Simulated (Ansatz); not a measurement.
Ansatz (a first-principles code) input (B3LYP-D3(BJ)/def2-TZVP):

Ansatz 0.2 input:
```yaml
crystal:
  periodic: [false, false, false]
  atoms:
    - {symbol: O, position_ang: [-1.85753316, -0.41276636, 0.46829825]}
    - {symbol: C, position_ang: [-0.70517559, -0.15993361, 0.17232893]}
    - {symbol: C, position_ang: [0.49967281, -0.02660604, -0.06222580]}
    - {symbol: C, position_ang: [1.78066413, 0.11312714, -0.31021753]}
    - {symbol: O, position_ang: [2.87645275, 0.23688309, -0.52332344]}
    - {symbol: H, position_ang: [-2.62608693, 0.14891864, 0.24951126]}
basis:
  gaussian:
    orbitals: def2-TZVP
hamiltonian:
  xc: b3lyp
  dispersion: d3bj
total_charge: 1
relax: {f_tol: 0.002, max_steps: 150}
```

Output:

```
Functional definition: B3LYP
integrals: 0.05 GiB planned
886 factors; their error is unknown
mean field: 0.57 GiB planned
mean field evaluation 1: about -7203.0961 eV, gradient 8.0e1 eV
mean field evaluation 2: about -7193.0142 eV, gradient 1.1e2 eV
mean field evaluation 4: about -7213.1483 eV, gradient 9.5e0 eV
mean field evaluation 8: about -7213.3341 eV, gradient 1.8e-1 eV
mean field evaluation 16: about -7213.3576 eV, gradient 4.5e-4 eV
mean field -7213.35758344 eV, -265.0860018022 hartree, gradient 1.7e-5 eV, S^2 0.000000; 0 other end points of the search recorded, 0 dependent functions left out
the calculation of the forces begins
reference -7213.35778779 eV, -265.0860093117 hartree; 17, 17 occupied and 144, 144 virtual orbitals, 886 factors
relax step   1: F+E_penalty+E_count = -7213.51847140 eV  Δ(F+E_penalty+E_count) = +0.000e0 eV  max|allowed force component| = 2.183e0 eV/Å  Δτ_max = 0.0000 Å  (33 SCF iters, accepted)
these checks for a lower state are left out or cut short: starts, cluster_reference, orbital_swaps, neighbouring_geometries, increment
integrals: 0.05 GiB planned
886 factors; their error is unknown
mean field: 0.57 GiB planned
mean field -7213.38194209 eV, -265.0868969659 hartree, gradient 1.2e-5 eV, S^2 0.000000; 0 other end points of the search recorded, 0 dependent functions left out
the calculation of the forces begins
reference -7213.38214630 eV, -265.0869044704 hartree; 17, 17 occupied and 144, 144 virtual orbitals, 886 factors
relax step   2: F+E_penalty+E_count = -7213.54295378 eV  Δ(F+E_penalty+E_count) = -2.448e-2 eV  max|allowed force component| = 4.473e-1 eV/Å  Δτ_max = 0.0114 Å  (37 SCF iters, accepted)
these checks for a lower state are left out or cut short: starts, cluster_reference, orbital_swaps, neighbouring_geometries, increment
integrals: 0.05 GiB planned
886 factors; their error is unknown
mean field: 0.57 GiB planned
mean field evaluation 32: about -7213.3901 eV, gradient 5.3e-3 eV
mean field -7213.39006039 eV, -265.0871953078 hartree, gradient 1.3e-5 eV, S^2 0.000000; 0 other end points of the search recorded, 0 dependent functions left out
the calculation of the forces begins
reference -7213.39026429 eV, -265.0872028010 hartree; 17, 17 occupied and 144, 144 virtual orbitals, 886 factors
relax step   3: F+E_penalty+E_count = -7213.55114487 eV  Δ(F+E_penalty+E_count) = -8.191e-3 eV  max|allowed force component| = 2.793e-1 eV/Å  Δτ_max = 0.0190 Å  (37 SCF iters, accepted)
these checks for a lower state are left out or cut short: starts, cluster_reference, orbital_swaps, neighbouring_geometries, increment
integrals: 0.05 GiB planned
886 factors; their error is unknown
mean field: 0.57 GiB planned
mean field -7213.39616344 eV, -265.0874195910 hartree, gradient 1.3e-5 eV, S^2 0.000000; 0 other end points of the search recorded, 0 dependent functions left out
the calculation of the forces begins
reference -7213.39636656 eV, -265.0874270554 hartree; 17, 17 occupied and 144, 144 virtual orbitals, 886 factors
relax step   4: F+E_penalty+E_count = -7213.55739745 eV  Δ(F+E_penalty+E_count) = -6.253e-3 eV  max|allowed force component| = 3.126e-1 eV/Å  Δτ_max = 0.0370 Å  (37 SCF iters, accepted)
these checks for a lower state are left out or cut short: starts, cluster_reference, orbital_swaps, neighbouring_geometries, increment
integrals: 0.05 GiB planned
886 factors; their error is unknown
mean field: 0.57 GiB planned
mean field -7213.39687119 eV, -265.0874456003 hartree, gradient 1.5e-5 eV, S^2 0.000000; 0 other end points of the search recorded, 0 dependent functions left out
the calculation of the forces begins
reference -7213.39707406 eV, -265.0874530555 hartree; 17, 17 occupied and 144, 144 virtual orbitals, 886 factors
relax step   5: F+E_penalty+E_count = -7213.55816601 eV  Δ(F+E_penalty+E_count) = -7.686e-4 eV  max|allowed force component| = 2.517e-2 eV/Å  Δτ_max = 0.0131 Å  (36 SCF iters, accepted)
these checks for a lower state are left out or cut short: starts, cluster_reference, orbital_swaps, neighbouring_geometries, increment
integrals: 0.05 GiB planned
886 factors; their error is unknown
mean field: 0.57 GiB planned
mean field -7213.39688448 eV, -265.0874460886 hartree, gradient 1.5e-5 eV, S^2 0.000000; 0 other end points of the search recorded, 0 dependent functions left out
the calculation of the forces begins
reference -7213.39708732 eV, -265.0874535427 hartree; 17, 17 occupied and 144, 144 virtual orbitals, 886 factors
relax step   6: F+E_penalty+E_count = -7213.55818393 eV  Δ(F+E_penalty+E_count) = -1.792e-5 eV  max|allowed force component| = 1.646e-2 eV/Å  Δτ_max = 0.0008 Å  (39 SCF iters, accepted)
these checks for a lower state are left out or cut short: starts, cluster_reference, orbital_swaps, neighbouring_geometries, increment
integrals: 0.05 GiB planned
886 factors; their error is unknown
mean field: 0.57 GiB planned
mean field -7213.39688650 eV, -265.0874461628 hartree, gradient 1.5e-5 eV, S^2 0.000000; 0 other end points of the search recorded, 0 dependent functions left out
the calculation of the forces begins
reference -7213.39708933 eV, -265.0874536166 hartree; 17, 17 occupied and 144, 144 virtual orbitals, 886 factors
relax step   7: F+E_penalty+E_count = -7213.55818725 eV  Δ(F+E_penalty+E_count) = -3.312e-6 eV  max|allowed force component| = 1.427e-3 eV/Å  Δτ_max = 0.0004 Å  (40 SCF iters, accepted)
integrals: 0.05 GiB planned
886 factors; their error is unknown
mean field: 0.57 GiB planned
mean field evaluation 64: about -7213.3740 eV, gradient 1.0e-4 eV
mean field -7213.39688650 eV, -265.0874461628 hartree, gradient 1.5e-5 eV, S^2 0.000000; 1 other end points of the search recorded, 0 dependent functions left out
the calculation of the forces begins
reference -7213.39708933 eV, -265.0874536166 hartree; 17, 17 occupied and 144, 144 virtual orbitals, 886 factors
Total energy: -7213.55839007 eV, -265.0933813097 hartree
Atom 0 at    -1.876634    -0.440182     0.485956 Å, force    -0.001427     0.000176     0.000087 eV/Å
Atom 1 at    -0.700883    -0.190044     0.189087 Å, force     0.000941     0.000686    -0.000523 eV/Å
Atom 2 at     0.487506    -0.045220    -0.049548 Å, force     0.000875    -0.001192     0.000584 eV/Å
Atom 3 at     1.765996     0.118811    -0.310930 Å, force    -0.000665     0.000457    -0.000186 eV/Å
Atom 4 at     2.863962     0.259293    -0.535186 Å, force     0.000253     0.000121    -0.000099 eV/Å
Atom 5 at    -2.571954     0.196965     0.214991 Å, force     0.000024    -0.000248     0.000138 eV/Å
Dipole moment:    -0.735593     0.205990    -0.020442 e Å
```

It need not be the lowest isomer of its formula.
